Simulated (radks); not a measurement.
Excited configurations of the zinc ion Zn11+: one electron is placed in a higher orbital outside [Ar]. The ground configuration is [Ar] 3d1. Calculated with a radial shooting solver on a logarithmic mesh with Libxc functionals: scalar-relativistic Kohn-Sham, SCAN, spin-unpolarised, spherical densities, finite nucleus; meta-GGA in the generalised Kohn-Sham scheme; Fermi nuclear charge, rms radius 3.9283 fm. Excitation = E - E(ground); binding = E(ion) - E, where the ion is the core of charge +12; n* = 12/sqrt(2 binding) in atomic units. These energies are relativistic, and a one-electron ion of charge +12 with no core already has n* below n in this formula (scalar-relativistic equation, point nucleus: 4p 3.998, 4d 3.999, 4f 4.000, 5s 4.997, 5d 4.999, 5f 4.999, 6d 5.999, 6f 5.999, 7p 6.998, 7d 6.999, 7f 6.999). The quantum defect is therefore taken as that value minus n*, so that it holds no relativistic shift of the bare ion.

outer orbital,excitation (eV),binding (eV),n*,quantum defect,eigenvalue (eV),<r> (bohr)
4p,134.46,173.51,3.360,0.638,-166.63,1.350
4d,159.66,148.31,3.635,0.365,-141.55,1.411
4f,181.24,126.73,3.932,0.068,-119.53,1.376
5s,197.53,110.45,4.212,0.785,-106.47,2.230
5d,217.20,90.775,4.646,0.353,-87.005,2.448
5f,226.37,81.599,4.900,0.099,-77.714,2.462
6d,246.50,61.470,5.646,0.353,-59.037,3.732
6f,251.38,56.597,5.884,0.116,-54.155,3.801
7p,259.82,48.155,6.379,0.619,-46.494,5.014
7d,263.58,44.389,6.644,0.355,-42.709,5.268
7f,266.52,41.453,6.875,0.124,-39.799,5.392

The Delta-SCF ionisation energy is 307.97 eV (NIST Atomic Spectra Database: 311 eV, semi-empirical). Self-interaction in the functional shifts the binding energies and quantum defects, so they are the method's values and not measured ones. Spin polarisation and multiplet splitting are left out, so open shells lie too high by an amount that depends on their filling.

Beside tabulated values, note that spin-unpolarised runs miss the spin-polarisation part of the exchange energy of open shells.
